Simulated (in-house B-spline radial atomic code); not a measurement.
Excitations of Os8+ by several methods

Full response, energies in eV; labels give the largest channel, * marks a mixed state, a dash one above the method's threshold, and an imaginary frequency an unstable closed-shell reference. Computed with a B-spline radial code for spherical atoms: linear response of the closed shell [Xe] 4f14 with each method's own kernel (bare exchange for TDHF, static screening on G0W0 levels for BSE, the adiabatic kernel for functionals); scalar-relativistic (spin-free one-electron X2C), finite nucleus, no spin-orbit coupling, no double excitations, S, P, D and F terms only; shells from n = 3 respond. Only terms of natural parity with L up to 3 were computed.

Spin-orbit coupling is strong here, so these LS terms don't match observed levels.

```csv
method,5p → 5d 3P,5p → 5d 3F,5p → 5d 1F,α (bohr³)
TDHF,50.31,51.32,54.84,1.418
BSE on G0W0@HF,51.01,52.08,55.23,1.397
LDA VWN5,51.44,52.15,54.66,1.413
PBE,50.99,51.56,54.36,1.421
PBE0,50.94,51.66,54.59,1.418
B3LYP (VWN-RPA),50.91,51.57,54.50,1.418
CAM-B3LYP,50.88,51.57,54.49,1.419
LC-wPBE,50.85,51.43,54.28,1.424
wB97X,51.25,51.84,54.49,1.421
HSE06,50.89,51.59,54.52,1.421
BHandHLYP,50.72,51.52,54.67,1.417
BLYP,50.84,51.38,54.28,1.421
PBEsol,51.10,51.75,54.51,1.417
BP86,51.18,51.70,54.47,1.418
LDA exchange-only,50.76,51.64,54.50,1.42
B97-1,?,?,?,?
RPBE,?,?,?,?
OLYP,50.73,51.43,54.42,1.413
```

Question: What does RPBE give?

Answer: 5p → 5d 3P: 50.91; 5p → 5d 3F: 51.45; 5p → 5d 1F: 54.28; α: 1.422 (eV, bohr³).

Question: What does B97-1 give?

Answer: 5p → 5d 3P: 51.20; 5p → 5d 3F: 51.86; 5p → 5d 1F: 54.52; α: 1.419 (eV, bohr³).
